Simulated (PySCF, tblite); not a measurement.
Isomers of C2H9FO2Si2. Level: GFN2-xTB in tblite, geometry and Hessian alike; calculated harmonic values, unscaled, isolated species. Against measured fundamentals such values can be off by several per cent, at times by over 20. Modes of hydrogen on silicon can be 10 to 20 % off. One conformer each.

Electronic energies: PBE0/pcSseg-1 single points on the GFN2-xTB geometries (PySCF, gas phase).

```tsv
SMILES	electronic energy, lowest = 0 (kcal/mol)
CO[SiH2]O[SiH2]CF	62.0
CO[C@H](F)[SiH2][SiH2]O	112.7
CO[Si@@H](C)O[SiH2]F	0.0
CCO[SiH2]O[SiH2]F	10.4
CCO[Si@@H](F)O[SiH3]	7.1
COC[Si@@H](F)O[SiH3]	44.0
```

Task: How do GFN2-xTB zero-point energies change the relative energies?

Result: 
| SMILES | ZPE (kcal/mol) | of it from modes above 1550 cm⁻¹ | electronic (kcal/mol) | with ZPE, lowest = 0 (kcal/mol) | lowest mode (cm⁻¹) | rings |
| --- | --- | --- | --- | --- | --- | --- |
| CO[Si@@H](C)O[SiH2]F | 69.3 | 35.8 | 0.0 | 0.0 | 9i | 0 |
| CCO[Si@@H](F)O[SiH3] | 68.7 | 34.6 | 7.1 | 6.5 | 20 | 0 |
| CCO[SiH2]O[SiH2]F | 68.8 | 34.6 | 10.4 | 9.9 | 11i | 0 |
| COC[Si@@H](F)O[SiH3] | 67.9 | 34.1 | 44.0 | 42.6 | 39 | 0 |
| CO[SiH2]O[SiH2]CF | 67.5 | 34.1 | 62.0 | 60.2 | 8i | 0 |
| CO[C@H](F)[SiH2][SiH2]O | 66.5 | 34.5 | 112.7 | 109.9 | 20 | 0 |

The zero-point energies span 2.8 kcal/mol, from `CO[C@H](F)[SiH2][SiH2]O` to `CO[Si@@H](C)O[SiH2]F`. Slightly imaginary modes are left out of the zero-point energy: `CO[Si@@H](C)O[SiH2]F` 8.7i cm⁻¹, `CCO[SiH2]O[SiH2]F` 11.1i cm⁻¹ and `CO[SiH2]O[SiH2]CF` 8.3i cm⁻¹. The order is unchanged.

Task: And how do the electronic energies of GFN2-xTB itself compare?

Result: `CO[Si@@H](C)O[SiH2]F` 9.9; `CCO[Si@@H](F)O[SiH3]` 2.6; `CCO[SiH2]O[SiH2]F` 0.0; `COC[Si@@H](F)O[SiH3]` 48.4; `CO[SiH2]O[SiH2]CF` 54.6; `CO[C@H](F)[SiH2][SiH2]O` 127.6 kcal/mol, lowest = 0. Against the energies above, taken from the same isomer `CO[Si@@H](C)O[SiH2]F`, the largest difference is 20.3 kcal/mol.
